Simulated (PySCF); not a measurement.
Name the molecule from its bond curve

A diatomic of charge 0 contains In. Its singlet curve at PBE0 in a double-zeta basis (scalar-relativistic core potentials, PySCF), in eV from the separated fragments:

```csv
R (Å),E (eV)
2.798,-0.518
2.929,-0.639
3.059,-0.707
3.156,-0.732
3.254,-0.739
3.352,-0.732
3.482,-0.706
3.644,-0.652
3.840,-0.568
4.100,-0.438
```

The fit gives ωe = 146 cm⁻¹ and the rotational constant Bₑ = 0.08328 cm⁻¹.

Question: Which atom is the partner?

Answer: The minimum lies at 3.251 Å, so the reduced mass is 16.8576 u Å² cm⁻¹/(Bₑ·Re²) = 19.15 u. With In at 114.90 u the partner weighs about 23.0 u: Na. The molecule is NaIn.

Closed-shell solutions of metal pairs were not tested for spin polarisation, which can lower them a little. Spin–orbit coupling is left out.
